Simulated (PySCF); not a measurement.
CH₆OSeSi. Atoms are numbered in the order given.

```xyz
10

Se    -0.8003    -0.1067     0.5051
C     -0.8049     1.8354     0.4027
H     -1.8414     2.1511     0.5971
H     -0.4955     2.1718    -0.5957
H     -0.1413     2.2399     1.1784
O      1.0116    -0.3246     0.2943
Si     1.5235    -0.6515    -1.2805
H      0.9683    -1.9377    -1.7823
H      3.0048    -0.7331    -1.2042
H      1.1230     0.4422    -2.2104
```
Charge 0, spin multiplicity 1.

Geometry optimised at TPSSh-D3(BJ)/def2-SVP. The structure was generated by enumeration, and PubChem lists no compound with its InChIKey, so it may never have been made. The values are those of a single conformer.

Computed with PBE/pcSseg-1 (PySCF).

GIAO shieldings, no solvent; atoms alike by connectivity are averaged. δ = σ(ref) − σ: ⁷⁷Se against Me2Se (σ = 1634.8 ppm); ¹³C against TMS (σ = 182.0 ppm); ¹H against TMS (σ = 31.49 ppm); ¹⁷O against H2O (σ = 334.3 ppm); ²⁹Si against TMS (σ = 335.4 ppm), references at their B3LYP-D3(BJ)/def2-TZVP geometries, non-relativistic.

Computed chemical shifts:
| nucleus | atoms | count | δ (ppm) |
|---|---|---|---|
| ⁷⁷Se | Se1 | 1 | 1438.5 |
| ¹³C | C2 | 1 | 31.0 |
| ¹H | H8, H9, H10 | 3 | 5.25 |
| ¹H | H3, H4, H5 | 3 | 3.18 |
| ¹⁷O | O6 | 1 | -36.9 |
| ²⁹Si | Si7 | 1 | -22.1 |
